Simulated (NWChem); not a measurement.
System meant: C4H4F2; SMILES C=C(F)/C=C\F

The following NWChem deck was run.

```
start job
memory heap 200 mb stack 900 mb global 1100 mb
geometry units angstroms noautoz
  C      0.331509     2.234875     0.000000
  C      0.006438     0.937253     0.000000
  F     -1.278692     0.580030     0.000000
  C      0.952527    -0.164906     0.000000
  C      0.681149    -1.475034     0.000000
  F     -0.536600    -1.986856     0.000000
  H     -0.447457     2.998146     0.000000
  H      1.377599     2.539524     0.000000
  H      2.009925     0.105904     0.000000
  H      1.461434    -2.242142     0.000000
end
basis spherical
  C library def2-svp
  F library def2-svp
  H library def2-svp
end
dft
  odft
  mult 2
  xc pbe0
  iterations 150
  mulliken
end
task dft energy
```

End of the output:

```
 ==============================================================================
                                 internuclear angles
 ------------------------------------------------------------------------------
        center 1       |       center 2       |       center 3       |  degrees
 ------------------------------------------------------------------------------
    2 C                |   1 C                |   7 H                |   120.35
    2 C                |   1 C                |   8 H                |   120.30
    7 H                |   1 C                |   8 H                |   119.35
    1 C                |   2 C                |   3 F                |   119.60
    1 C                |   2 C                |   4 C                |   125.29
    3 F                |   2 C                |   4 C                |   115.11
    2 C                |   4 C                |   5 C                |   127.65
    2 C                |   4 C                |   9 H                |   116.28
    5 C                |   4 C                |   9 H                |   116.07
    4 C                |   5 C                |   6 F                |   124.50
    4 C                |   5 C                |  10 H                |   122.81
    6 F                |   5 C                |  10 H                |   112.69
 ------------------------------------------------------------------------------
                            number of included internuclear angles:         12
 ==============================================================================

 Summary of "ao basis" -> "" (spherical)
 ------------------------------------------------------------------------------
       Tag                 Description            Shells   Functions and Types
 ---------------- ------------------------------  ------  ---------------------
 C                          def2-svp                 6       14   3s2p1d
 F                          def2-svp                 6       14   3s2p1d
 H                          def2-svp                 3        5   2s1p

                                 NWChem DFT Module
                                 -----------------

 Summary of "ao basis" -> "ao basis" (spherical)
 ------------------------------------------------------------------------------
       Tag                 Description            Shells   Functions and Types
 ---------------- ------------------------------  ------  ---------------------
 C                          def2-svp                 6       14   3s2p1d
 F                          def2-svp                 6       14   3s2p1d
 H                          def2-svp                 3        5   2s1p

      Symmetry analysis of basis
      --------------------------

        a'         76
        a"         28

  number of electrons :                   46
  multiplicity        :                    2
 ------------------------------------------------------------------------
  no. of electrons and multiplicity not compatible                  46
 ------------------------------------------------------------------------
 ------------------------------------------------------------------------
  current input line :
    27: task dft energy
 ------------------------------------------------------------------------
 ------------------------------------------------------------------------
 There is an error in the input file
 ------------------------------------------------------------------------
 For more information see the NWChem manual at https://nwchemgit.github.io

0: no. of electrons and multiplicity not compatible:Received an Error in Communication
```

Q: What is wrong, and how is it mended?

A: The input was rejected before any calculation. Cause: the multiplicity doesn't fit the number of electrons (an even count wants an odd multiplicity, and the reverse). This input runs:
```
start job
memory heap 200 mb stack 900 mb global 1100 mb
geometry units angstroms noautoz
  C      0.331509     2.234875     0.000000
  C      0.006438     0.937253     0.000000
  F     -1.278692     0.580030     0.000000
  C      0.952527    -0.164906     0.000000
  C      0.681149    -1.475034     0.000000
  F     -0.536600    -1.986856     0.000000
  H     -0.447457     2.998146     0.000000
  H      1.377599     2.539524     0.000000
  H      2.009925     0.105904     0.000000
  H      1.461434    -2.242142     0.000000
end
basis spherical
  C library def2-svp
  F library def2-svp
  H library def2-svp
end
dft
  xc pbe0
  iterations 150
  mulliken
end
task dft energy
```
It converges to -353.81987 Ha (PBE0/def2-SVP).
